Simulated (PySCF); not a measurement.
Atoms are numbered as in `[SiH3:1][N:2]([SiH3:3])[c:4]1[cH:5][cH:6][cH:7][s:8]1` (H(Xn): hydrogen on atom n).

Geometry: PBE0-D3(BJ)/def2-SVP; GIAO shifts from PySCF 2.14, gas phase, non-relativistic, averaged over equivalent atoms.

At PBE0/pcSseg-1 (202 basis functions, 32 s wall time on 1 thread of an Arm Neoverse V1, shared host):
| atoms | δ (ppm) |
| --- | --- |
| Si1/Si3 | -44.7 |
| N2 | 53.8 |
| C4 | 162.6 |
| C6 | 131.3 |
| C7 | 119.8 |
| C5 | 110.9 |
| S8 | 193.3 |
| H(C6) | 6.89 |
| H(C7) | 6.48 |
| H(C5) | 6.29 |
| H(Si1)/H(Si3) | 4.89 |

δ = σ(ref) − σ, references computed at the same level: TMS for ²⁹Si (σ = 351.99 ppm) and ¹³C (σ = 184.41 ppm) and ¹H (σ = 31.27 ppm); ¹⁵N (σ = 265.67 ppm) vs NH3; ³³S (σ = 495.66 ppm) vs CS2.

Estimate the result of repeating the calculation with B3LYP/pcSseg-1.

Results:


```csv
atoms,δ at B3LYP/pcSseg-1,change
Si1/Si3,-49.4,-4.7
N2,59.3,+5.5
C4,165.1,+2.5
C6,131.5,+0.2
C7,120.6,+0.8
C5,111.0,+0.1
S8,207.7,+14.4
H(C6),6.77,-0.12
H(C7),6.36,-0.12
H(C5),6.20,-0.09
H(Si1)/H(Si3),4.78,-0.11
```

Shifts are taken against calculated references (same method and geometry level): TMS for ²⁹Si (σ = 337.86 ppm), ¹³C (σ = 179.24 ppm), ¹H (σ = 31.38 ppm); ¹⁵N (σ = 263.54 ppm) against NH3; ³³S (σ = 485.41 ppm) against CS2.

The largest change is at S8 (aromatic ring sulfur). Cost: 202 basis functions, 29 s wall time on 1 thread of an Arm Neoverse V1, shared host. The order of the carbon signals is the same at both levels.

Experimental scales use liquid or dissolved standards, which lie at an offset from isolated NH3 (liquid NH3: subtract about 20 ppm).
